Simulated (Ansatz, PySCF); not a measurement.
Reaction R1 → 0.5 P1 + P2, each structure at its B3LYP-D3(BJ)/def2-TZVP stationary point, reached from a drawn start (curvature not checked).
R1: H2O (SMILES O), charge 0, multiplicity 1.
P1: H2 (SMILES [H][H]), charge 0, multiplicity 1.
P2, OH (SMILES [OH]) (charge 0, multiplicity 2, Z-matrix in Å and degrees):
```
O
H 1 0.9767
```

P less R. No zero-point or thermal terms; singlets are restricted closed shells; open shells are unrestricted; no spin–orbit coupling.

Cores are frozen in the correlated methods.

Run with Ansatz (Gaussian orbitals); PySCF for the D3/D4 terms. No computed number here is a measurement.

Problem. Estimate the reaction energy that CCSD(T)/cc-pVQZ returns for this input.

Solution. 3.03 eV

Problem. Predict the reaction energy from HF/cc-pVTZ.

Solution. 1.94 eV

Problem. Predict the reaction energy from BLYP-D3(BJ)/def2-TZVPP.

Solution. 2.94 eV

Ansatz is a first-principles code.
